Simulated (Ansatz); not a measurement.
Relaxation of AlH$_{6}$OPSi (10 atoms, charge 0, multiplicity 1), to a largest force component of 0.02 eV/Å in at most 50 steps.

Computed with RKS PBE0/def2-SVP in Ansatz 0.2.0.

```xyz
10
Properties=species:S:1:pos:R:3
O -2.164 0.795 -0.871
Al -0.521 1.340 -0.396
Si 1.195 -0.243 -0.430
P 0.790 -1.903 0.933
H -2.627 0.522 -0.058
H -0.230 2.859 0.069
H 1.430 -0.757 -1.778
H 2.513 0.407 0.029
H -0.627 -2.036 0.454
H 0.325 -1.035 2.050
```

Task: Where does it end, and by what steps?

Result: The forces met the threshold. After 11 steps the energy has fallen by 0.601 eV; H5 moved furthest, 0.90 Å.

```tsv
step	energy less start (eV)	largest force component (eV/Å)	accepted
0	0.0000	1.911	yes
1	-0.3151	1.211	yes
2	-0.3734	1.937	yes
3	-0.4194	0.891	yes
4	-0.5232	0.586	yes
5	-0.5846	0.237	yes
6	-0.5941	0.155	yes
7	-0.5979	0.043	yes
8	-0.5991	0.149	yes
9	-0.5989	0.246	no
10	-0.6007	0.064	yes
11	-0.6012	0.007	yes
```

```xyz
10
Properties=species:S:1:pos:R:3
O -2.119 0.694 -0.615
Al -0.586 1.378 -0.301
Si 1.239 -0.240 -0.408
P 0.900 -2.049 0.948
H -2.960 1.155 -0.598
H -0.492 2.924 0.072
H 1.412 -0.794 -1.791
H 2.562 0.340 -0.007
H -0.478 -2.192 0.593
H 0.604 -1.266 2.109
```

Time of the run: 30 s on 2 threads of Arm Neoverse V1 (shared host), peak memory 0.21 GiB.
